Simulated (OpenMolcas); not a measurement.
## Ionisation energies of chromium

```yaml
Program: OpenMolcas 26.06
Basis: ANO-L-VTZP [6s5p3d2f1g]
Scalar_Hamiltonian: non-relativistic, point nucleus
Spin-orbit_coupling: RASSI with atomic mean-field integrals over the reference wave functions, term energies averaged over their components
```

Active shells in each charge state: the valence d, s shells, with orbitals averaged over the low states. Where CASPT2's correlated closed shells are named, they are those of the first ion.

A. CASSCF
B. SS-CASPT2, IPEA 0 Eh, imaginary shift 0.1 Eh (closed shells correlated: 3s 3p)

Energies in eV between the lowest computed levels, named as in B; reference values from the NIST Atomic Spectra Database with their kind.

```json
{"From": "Cr 3d5 4s 7S3", "To": "Cr+ 3d5 6S 5/2", "A": "7.117", "B": "8.217", "Spin-orbit share in B": "+0.000", "Reference": "6.767 (measured)"}
{"From": "Cr+ 3d5 6S 5/2", "To": "Cr2+ 3d4 5D0", "A": "14.249", "B": "16.651", "Spin-orbit share in B": "-0.048", "Reference": "16.486 (measured)"}
```

Error against the reference values, in %:

```
From  Reference      A      B
  Cr   measured   +5.2  +21.4
 Cr+   measured  -13.6   +1.0
```

Mean absolute error over the 2 measured values: A 1.29 eV, B 0.81 eV. B lies closest.

The lowest level within the active space need not be the ion's true ground level.
